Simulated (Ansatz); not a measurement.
Consider the redistribution: `[SiH3]B(Cl)Cl` + `N=C([SiH3])Cl` → `ClB(Cl)Cl` + `N=C([SiH3])[SiH3]`.

Program: Ansatz. Geometries: PBE0-D4/def2-TZVP. ΔE: electronic, gas phase. CBS: MP2 limit from def2 TZ/QZ plus the TZ coupled-cluster correction, frozen cores. This one scheme is used for every species. One conformer a species, not always the lowest.

| species | MP2/def2-TZVPP energy (Eh) |
| --- | --- |
| `[SiH3]B(Cl)Cl` | -1235.07489 |
| `N=C([SiH3])Cl` | -843.79186 |
| `ClB(Cl)Cl` | -1404.01367 |
| `N=C([SiH3])[SiH3]` | -674.89241 |

(1) Work out ΔE.

Largest T1 diagnostic among the species: 0.013.

Answers

(1) ΔE = (-1404.01367) + (-674.89241) − (-1235.07489) − (-843.79186) = -0.03933 Eh = -1.07 eV. CCSD(T)/CBS gives -1.00 eV.

From BLYP to BHLYP (50 % exact exchange), in def2-TZVPP and without D4, ΔE moves by −0.16 eV. Leaving LDA and LC-ωPBE aside and taking each functional with its dispersion term where it has one, the values, not all of them listed here, spread over 0.18 eV, from ωB97M-V to PBE-D4.
